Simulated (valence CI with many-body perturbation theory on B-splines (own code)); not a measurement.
# Fe13+: key properties

Method: valence CI with perturbative core correlation (CI+MBPT): three valence electrons over a frozen Dirac-Fock core [Ne], a basis of 11 s, 11 p, 10 d, 8 f, 5 g, 2 h functions for each j, with the one-electron correlation potential Σ1 (screened to all orders), the two-electron term Σ2, the three-electron term Σ3, Breit, model QED; selected single and double excitations, second order for the rest, scaled by the run's own slope (own B-spline code, finite nucleus).

No measured spectrum was set against this ion. As an estimate, levels of excited configurations hold to 0.05 to 0.15 % of their energy, terms of the ground configuration to about 0.5 %.

Rates and lifetimes use the calculated energies. Strong lines usually hold to 10 to 20 %, long lifetimes can be off by a factor of two.

Problem. What is the ground level?

Solution. 3s²3p ²P°_1/2, composition 97 % 3s²3p ²P°, g = 0.665.

Problem. Name the longest-lived excited levels whose lifetime is computed, and their main decay.

Solution. 3s²3p ²P°_3/2 at 18862 cm⁻¹ lives 16.5 ms, mostly by M1 to 3s²3p ²P°_1/2; 3s3p² ⁴P_3/2 at 232680 cm⁻¹ lives 145 ns, mostly by E1 to 3s²3p ²P°_3/2; 3s3p² ⁴P_5/2 at 242280 cm⁻¹ lives 36.9 ns, mostly by E1 to 3s²3p ²P°_3/2. The lifetime of 3s3p3d ⁴F°_9/2 is too uncertain to give, and may be longer.

Problem. What is the ionisation energy?

Solution. 392.17 eV; NIST lists 392.2 ± 0.7 eV (semi-empirical).

Problem. How is the term ²P° of the ground level split?

Solution. J = 1/2 at 0, J = 3/2 at 18862 cm⁻¹.

Problem. How well does LS coupling describe the low levels?

Solution. Among the lowest 20 levels the leading LS term, summed over configurations, holds 96 % on average. For single configurations the figures are 87 % in LS and 65 % in jj coupling. Terms mix most in the J = 1/2 level at 365010 cm⁻¹, where the leading one holds 77 %.
